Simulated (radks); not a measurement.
The numbers below are computed, except where a source is named.
Lu+, 70 electrons, occupied as [Xe] 4f14 6s2. Code: a radial shooting solver on a logarithmic mesh with Libxc functionals. Model: scalar-relativistic Kohn-Sham, PBE, spin-polarised, spherical densities, point nucleus. Some entries of the table are withheld. Estimate them.

orbital,occ.,eigenvalue (hartree),<1/r> (bohr^-1)
1s,2,-2324.592,(1)
2s,2,-395.9676,19.19
2p,6,-348.3527,17.55
3s,2,-89.98503,7.093
3p,6,(2),6.589
3d,10,-58.56143,6.237
4s,2,-18.17337,3.000
4p,6,(3),2.734
4d,10,-7.37769,2.420
5s,2,-2.57138,1.136
5p,6,-1.48523,(4)
4f,14,-0.67888,1.829
6s,2,-0.40611,0.3849

Answer. 
(1) 1s <1/r> (bohr^-1): 82.24
(2) 3p eigenvalue (hartree): -75.69903
(3) 4p eigenvalue (hartree): -13.48714
(4) 5p <1/r> (bohr^-1): 0.9427
